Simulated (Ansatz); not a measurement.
Cost and result for the atomization energy of CH₆BNSSi, SMILES `BSC(=N)[SiH3]` (11 atoms, 10 bonds).

| atom | x (Å) | y (Å) | z (Å) |
| --- | --- | --- | --- |
| B1 | -0.044 | -1.912 | 0.904 |
| S2 | -0.729 | -1.470 | -0.655 |
| C3 | -0.391 | 0.280 | -0.905 |
| N4 | -0.779 | 0.855 | -1.961 |
| Si5 | 0.545 | 1.340 | 0.368 |
| H6 | -0.182 | -3.051 | 1.226 |
| H7 | 0.521 | -1.121 | 1.591 |
| H8 | -1.275 | 0.230 | -2.603 |
| H9 | 1.909 | 0.795 | 0.581 |
| H10 | 0.612 | 2.702 | -0.205 |
| H11 | -0.189 | 1.352 | 1.658 |

Total charge 0; spin multiplicity 1. Geometry: relaxed with PBE0-D4/def2-TZVP. It is one conformer, not always the lowest. Program: Ansatz. All runs use 4 threads of an Intel Xeon Platinum 8488C on a shared host. Times are those of one run each, without the atoms' runs, and a repeat can differ threefold. Electronic energies, without spin–orbit coupling; frozen cores. CCSD(T)/CBS adds CCSD(T) − MP2 in def2-TZVPP to the MP2 limit, and its time is that of the two runs behind it. T1 = 0.015. B3LYP takes the VWN-RPA correlation (the form of Gaussian; ORCA's B3LYP/G).

CCSD(T)/CBS is a level of theory with its own doubt, some kJ/mol a heavy atom from the limit and from the frozen cores, so smaller differences don't rank the functionals.

```
                             level  functions  atomization (kcal/mol)  difference from CCSD(T)/CBS  per bond
                CCSD(T)/def2-TZVPP        261                   877.8                        -25.8      -2.6
r2SCAN-D4/def2-TZVPP (with forces)        261                   910.6                          7.0       0.7
                 CCSD(T)/CBS(def2)          –                   903.6                          0.0       0.0
                ωB97X-V/def2-TZVPP        261                   912.1                          8.5       0.9
                 B2PLYP/def2-TZVPP        261                   896.8                         -6.8      -0.7
 B3LYP-D4/def2-TZVPP (with forces)        261                   910.8                          7.2       0.7
                    MP2/def2-QZVPP        491                   904.8                          1.2       0.1
                PBE0-D4/def2-TZVPP        261                   908.9                          5.3       0.5
   PBE-D4/def2-TZVPP (with forces)        261                   927.3                         23.7       2.4
  ωB97M-V/def2-TZVPP (with forces)        261                   911.7                          8.1       0.8
```

Q: Order the runs by time, with rough figures. (Estimate.)

A: The calculation gave: PBE-D4/def2-TZVPP (with forces) 2 s; PBE0-D4/def2-TZVPP 2.5 s; r2SCAN-D4/def2-TZVPP (with forces) 3.4 s; B3LYP-D4/def2-TZVPP (with forces) 3.7 s; B2PLYP/def2-TZVPP 4.9 s; ωB97X-V/def2-TZVPP 6 s; ωB97M-V/def2-TZVPP (with forces) 8 s; MP2/def2-QZVPP 39 s; CCSD(T)/def2-TZVPP 79 s; CCSD(T)/CBS(def2) 120 s.

From PBE to PBE0 (25 % exact exchange), in def2-TZVPP and without D4, the atomization energy moves by −17.4 kcal/mol: exact exchange takes away binding that semilocal exchange gives to molecules. The D4 term adds +10.8 kcal/mol with B3LYP and +5.6 kcal/mol with PBE0; it sums over pairs of atoms, weighted by their polarisabilities, and B3LYP, whose exchange is more repulsive, gets the larger term. In def2-TZVPP, CCSD(T) changes the Hartree–Fock value by +231.1 kcal/mol (the triples alone add +16.5 kcal/mol) and MP2 by +242.9 kcal/mol; breaking electron pairs costs correlation energy, which Hartree–Fock lacks.
